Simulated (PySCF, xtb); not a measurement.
Si(CCH)2(Me)(OH) (C₅H₆OSi), SMILES C[Si](C#C)(O)C#C.

GFN2-xTB run with xtb at its own geometry gives an orbital gap of 5.03 eV and a dipole moment of 1.56 D.

Coordinates come from a PBE0-D3(BJ)/def2-SVP optimisation. One conformer was computed; it need not be the lowest.

Problem. What does PBE0/def2-TZVP run with PySCF give? (An estimate is asked for; the answer gives what the named calculation found.)

Solution. gap 7.40 eV (levels -8.07 and -0.67 eV), dipole 1.12 D.
